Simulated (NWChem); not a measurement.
System: CH$_{3}$AlF, doublet; SMILES [F][Al][CH3]

Input file for NWChem:

```
start job
memory heap 200 mb stack 900 mb global 1100 mb
geometry units angstroms
  Al     0.560624    -0.108944     0.000000
  C     -0.281933     1.669935     0.000000
  H     -0.923645     1.771198     0.891904
  H     -0.923645     1.771198    -0.891904
  H      0.456143     2.485384     0.000000
  F     -0.454514    -1.441852     0.000000
end
basis spherical
  * library sto-3g
end
dft
  odft
  mult 2
  xc hfexch
  iterations 150
end
driver
  maxiter 120
end
task dft optimize
task dft freq
```

Output (shortened):

```
             Northwest Computational Chemistry Package (NWChem) 7.3.0
             --------------------------------------------------------

 CS  symmetry detected

                             Geometry "geometry" -> ""
                             -------------------------

 Output coordinates in angstroms (scale by  1.889725989 to convert to a.u.)

  No.       Tag          Charge          X              Y              Z
 ---- ---------------- ---------- -------------- -------------- --------------
    1 Al                  13.0000     0.56355171    -0.13754260     0.00000000
    2 C                    6.0000    -0.35679642     1.60236318     0.00000000
    3 H                    1.0000    -1.00235660     1.67516796     0.89190400
    4 H                    1.0000    -1.00235660     1.67516796    -0.89190400
    5 H                    1.0000     0.34452121     2.44963341     0.00000000
    6 F                    9.0000    -0.39168908    -1.51401052     0.00000000

 Effective nuclear repulsion energy (a.u.)      88.6637165785

      Symmetry information
      --------------------

 Group name             Cs
 Group number              2
 Group order               2
 No. of unique centers     5

                                Z-matrix (autoz)
                                --------

 Units are Angstrom for bonds and degrees for angles

      Type          Name      I     J     K     L     M      Value
      ----------- --------  ----- ----- ----- ----- ----- ----------
    1 Stretch                  1     2                       1.96833
    2 Stretch                  1     6                       1.67545
    3 Stretch                  2     3                       1.10342
    4 Stretch                  2     4                       1.10342
    5 Stretch                  2     5                       1.09987
    6 Bend                     1     2     3               109.38305
    7 Bend                     1     2     4               109.38305
    8 Bend                     1     2     5               112.50691
    9 Bend                     2     1     6               117.36289
   10 Bend                     3     2     4               107.86167
   11 Bend                     3     2     5               108.79746
   12 Bend                     4     2     5               108.79746
   13 Torsion                  3     2     1     6          58.96736
   14 Torsion                  4     2     1     6         -58.96736
   15 Torsion                  5     2     1     6         180.00000

  xc_inp: hfexch multiplicative factor not found.

                           NWChem Geometry Optimization
                           ----------------------------

 maximum gradient threshold         (gmax) =   0.000450
 rms gradient threshold             (grms) =   0.000300
 maximum cartesian step threshold   (xmax) =   0.001800
 rms cartesian step threshold       (xrms) =   0.001200
 fixed trust radius                (trust) =   0.300000
 source of zmatrix                         =   autoz

          -------------------
          Energy Minimization
          -------------------

 Using diagonal initial Hessian
 Scaling for Hessian diagonals: bonds = 1.00  angles = 0.25  torsions = 0.10

          --------
          Step   0

                                 NWChem DFT Module
                                 -----------------

 Summary of "ao basis" -> "ao basis" (spherical)
 ------------------------------------------------------------------------------
       Tag                 Description            Shells   Functions and Types
 ---------------- ------------------------------  ------  ---------------------
 Al                          sto-3g                  5        9   3s2p
 C                           sto-3g                  3        5   2s1p
 H                           sto-3g                  1        1   1s
 F                           sto-3g                  3        5   2s1p

      Symmetry analysis of basis
      --------------------------

        a'         17
        a"          5

[...]

      ----------------------
      Optimization converged
      ----------------------

  Step       Energy      Delta E   Gmax     Grms     Xrms     Xmax
  ---- ---------------- -------- -------- -------- -------- --------
@    5    -376.19850422 -9.6D-08  0.00005  0.00002  0.00047  0.00103
                                     ok       ok       ok       ok

                                Z-matrix (autoz)
                                --------

 Units are Angstrom for bonds and degrees for angles

      Type          Name      I     J     K     L     M      Value     Gradient
      ----------- --------  ----- ----- ----- ----- ----- ---------- ----------
    1 Stretch                  1     2                       1.92749   -0.00005
    2 Stretch                  1     6                       1.62442   -0.00001
    3 Stretch                  2     3                       1.08403    0.00000
    4 Stretch                  2     4                       1.08403    0.00000
    5 Stretch                  2     5                       1.08262   -0.00000
    6 Bend                     1     2     3               111.31185    0.00001
    7 Bend                     1     2     4               111.31185    0.00001
    8 Bend                     1     2     5               113.56985   -0.00002
    9 Bend                     2     1     6               110.41875    0.00001
   10 Bend                     3     2     4               106.52002   -0.00000
   11 Bend                     3     2     5               106.86680   -0.00000
   12 Bend                     4     2     5               106.86680   -0.00000
   13 Torsion                  3     2     1     6          59.33689    0.00000
   14 Torsion                  4     2     1     6         -59.33689   -0.00000
   15 Torsion                  5     2     1     6         180.00000   -0.00000

                         Geometry "geometry" -> "geometry"
                         ---------------------------------

 Output coordinates in angstroms (scale by  1.889725989 to convert to a.u.)

  No.       Tag          Charge          X              Y              Z
 ---- ---------------- ---------- -------------- -------------- --------------
    1 Al                  13.0000     0.60724675    -0.12509055     0.00000000
    2 C                    6.0000    -0.34500225     1.55074539     0.00000000
    3 H                    1.0000    -0.98743814     1.63884341     0.86869399
    4 H                    1.0000    -0.98743814     1.63884341    -0.86869399
    5 H                    1.0000     0.30387553     2.41736423     0.00000000
    6 F                    9.0000    -0.43636953    -1.36992649     0.00000000

 Effective nuclear repulsion energy (a.u.)      91.3622906695

      Symmetry information
      --------------------

 Group name             Cs
 Group number              2
 Group order               2
 No. of unique centers     5

[...]

 Rotational Constants
 --------------------
 A=   0.911963 cm-1  (  1.312082 K)
 B=   0.217956 cm-1  (  0.313582 K)
 C=   0.181681 cm-1  (  0.261392 K)

 Temperature                      =   298.15K
 frequency scaling parameter      =   1.0000

 Zero-Point correction to Energy  =   28.774 kcal/mol  (  0.045854 au)
 Thermal correction to Energy     =   31.526 kcal/mol  (  0.050239 au)
 Thermal correction to Enthalpy   =   32.118 kcal/mol  (  0.051183 au)

 Total Entropy                    =   68.776 cal/mol-K
   - Translational                =   38.228 cal/mol-K (mol. weight =  61.0034)
   - Rotational                   =   23.307 cal/mol-K (symmetry #  =        1)
   - Vibrational                  =    7.242 cal/mol-K

 Cv (constant volume heat capacity) =   11.968 cal/mol-K
   - Translational                  =    2.979 cal/mol-K
   - Rotational                     =    2.979 cal/mol-K
   - Vibrational                    =    6.009 cal/mol-K

[normal modes left out]

 ----------------------------------------------------------------------------
 Normal Eigenvalue ||           Projected Infra Red Intensities
  Mode   [cm**-1]  || [atomic units] [(debye/angs)**2] [(KM/mol)] [arbitrary]
 ------ ---------- || -------------- ----------------- ---------- -----------
    1       -0.000 ||    0.008497           0.196         8.283       7.311
    2       -0.000 ||    0.001888           0.044         1.841       1.625
    3       -0.000 ||    0.003388           0.078         3.303       2.915
    4        0.000 ||    0.000031           0.001         0.030       0.027
    5        0.000 ||    0.000570           0.013         0.556       0.491
    6        0.000 ||    0.002142           0.049         2.088       1.843
    7       45.282 ||    0.002493           0.058         2.431       2.146
    8      278.202 ||    0.018751           0.433        18.279      16.136
    9      778.555 ||    0.030275           0.698        29.513      26.052
   10      796.075 ||    0.008088           0.187         7.884       6.960
   11      883.485 ||    0.028916           0.667        28.189      24.883
   12     1008.496 ||    0.080655           1.861        78.627      69.405
   13     1637.083 ||    0.000272           0.006         0.265       0.234
   14     1877.586 ||    0.000052           0.001         0.051       0.045
   15     1884.439 ||    0.000060           0.001         0.059       0.052
   16     3525.396 ||    0.001693           0.039         1.651       1.457
   17     3705.605 ||    0.009436           0.218         9.199       8.120
   18     3716.827 ||    0.011970           0.276        11.669      10.300
 ----------------------------------------------------------------------------
```

Level: UHF/STO-3G. In the optimisation the excess spin sits in a' (Cs, its own frame). The spin multiplicity was typed, not searched, and may not be the lowest. No stability test was run on the SCF state.
